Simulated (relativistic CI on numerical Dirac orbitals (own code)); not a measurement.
Calculated at this level of theory: Dirac-Coulomb-Breit CI, KLI orbitals optimised for each configuration, QED by a radiative potential, unscaled Slater integrals (own radial code, finite nucleus).

The strongest absorption lines from the ground level of an ion, among the configurations computed and to levels below about 231 eV (vacuum wavelength in nm, gf): 6.8400 (0.61), 6.9293 (0.34), 7.0014 (0.57), 7.2595 (0.75), 7.2838 (0.6), 7.2870 (0.24), 7.3598 (0.24), 7.4388 (0.22).

(1) Which ion is it?
A. Pd²³⁺
B. Ru¹⁹⁺
C. Ru²¹⁺
D. Ru²³⁺

## Answers

(1) C. Ru²¹⁺ has 23 electrons and the ground level 3s2 3p6 3d5 6S_5/2; the strongest line goes to 3s2 3p5 3d6 6P°_3/2. The pattern of lines fixes the number of electrons, and along that sequence the line energies rise steadily with the charge (about as its square where n changes within one kind of shell, about linearly where n is kept but much faster in heavy ions where fine structure, which grows about as Z⁴, sets the gap, and irregularly where shells cross), which fixes Z. Configurations outside the model, such as inner-shell arrays, can give stronger lines. At this charge energies of transitions that change n are usually good to better than 1 %, and those within a shell (Δn = 0) to a few per cent. Terms inside the open d or f shell come out 10 to 20 % too wide with unscaled integrals.

LS names give the leading component of a level, which can be under half, so a name can repeat, a term be missing and a line seem to break the LS rules.
